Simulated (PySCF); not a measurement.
## SnO under electron impact: the energy ladder

PBE0 in PySCF with aug-cc-pVDZ(-PP) on every atom (core potentials on Sn), for the lowest determinant that a PBE0 search found; no spin–orbit coupling.

```
species  state (unpaired electrons)  Re (Å)  ωe (cm⁻¹)  energy of the minimum from the neutral (eV)  De (eV)  dissociates to
    SnO      singlet (closed shell)   1.841        846                                         0.00     5.18          Sn + O
   SnO⁺               doublet (π ↑)   2.002        632                                         9.36     3.13         Sn⁺ + O
```

Problem. Work out the lowest energy to break SnO into atoms, from its vibrational ground state.

Solution. D0 = De − ωe/2 = 5.18 − 0.05 = 5.13 eV (PBE0/aug-cc-pVDZ(-PP)).

Problem. Work out the ionisation energy of the Sn atom at this level and the threshold of dissociative ionisation.

Solution. IE(Sn) = 9.36 + 3.13 − 5.18 = 7.31 eV, so Sn⁺ + O + e⁻ appears at D0 + IE(Sn) = 12.44 eV (PBE0/aug-cc-pVDZ(-PP)). The measured IE(Sn) is 7.344 eV (NIST ASD).

These are thermodynamic thresholds; the onsets seen under electron impact lie higher where the geometry changes, and cross-sections peak well above them.

Spin–orbit coupling is left out, which matters for elements this heavy, above all for dissociation energies. For an ion De counts to the pair picked by the measured ionisation energies or electron affinities, which need not be the lowest pair at this level. States were picked by a PBE0 search and need not be the measured ground states.
